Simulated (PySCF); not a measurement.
Below is a simulated gas-phase Si 2p photoelectron spectrum of trisilylarsane (`[SiH3][As]([SiH3])[SiH3]`).

Every computed line was given a Gaussian of 0.5 eV full width at half maximum and an area set by the number of equivalent atoms (split 2:1 within a doublet); the highest printed point is 100. The calculation used delta-SCF UKS SCAN, pcX-2 on the ionised atom, pcseg-1 elsewhere, spin-free X2C in PySCF.

(binding energy (eV), intensity): (105.9, 0), (106.0, 1), (106.1, 5), (106.2, 13), (106.3, 31), (106.4, 57), (106.5, 84), (106.6, 100), (106.7, 96), (106.8, 77), (106.9, 57), (107.0, 46), (107.1, 47), (107.2, 51), (107.3, 49), (107.4, 39), (107.5, 25), (107.6, 13), (107.7, 5), (107.8, 2), (107.9, 0)

Question: Count the maxima, the lines and the sites behind this envelope.

Answer: The curve has 2 maxima (at 106.6 and 107.2 eV). Under it lie 2 lines from 1 inequivalent silicon site, drawn as a 2p3/2, 2p1/2 pair.

Question: Decompose the envelope and assign each component. Numbering: `[SiH3:1][As:2]([SiH3:3])[SiH3:4]`.

Answer: 
| position (eV) | relative area | line | atoms | environment |
| --- | --- | --- | --- | --- |
| 106.63 | 2.00 | Si 2p3/2 | Si1/Si3/Si4 | SiH3 silicon |
| 107.25 | 1.00 | Si 2p1/2 | Si1/Si3/Si4 | SiH3 silicon |

The curve has no shake-up lines and no vibrational structure. Topologically equivalent atoms share the value of their first member; where this conformer doesn't relate them by symmetry, their own values could differ. The 2p values aren't plain energy differences: one relaxed spin-free 2p hole is combined with a matrix within the shell (ground-state 2p orbital-energy differences and spin–orbit coupling). 2p3/2, the mean of its two sublevels, lies a third of the splitting below the shell's mean and 2p1/2 two thirds above it; the statistical areas are 2:1. 2p1/2 minus 2p3/2 (ligand field included): Si 0.62 eV. Geometry: PBE0-D3(BJ)/def2-SVP; no solvent, vibrations or thermal averaging.

Hardware: one thread, x86-64 server, no GPU (shared host). Cost: 11 s wall.
